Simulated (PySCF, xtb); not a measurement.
SeCl₄, SMILES Cl[Se](Cl)(Cl)Cl.

GFN2-xTB (xtb) at its own geometry gives an orbital gap of 2.61 eV and a dipole moment of 0.98 D.

Coordinates come from a PBE-D3(BJ)/def2-SVP optimisation. The isomer is the one that the SMILES or the coordinates give; other isomers of the formula were not compared.

What does HF/def2-TZVP in PySCF give? (The exact figures need the calculation; the answer reports its results.)

gap 9.69 eV (levels -10.63 and -0.94 eV), dipole 0.88 D.
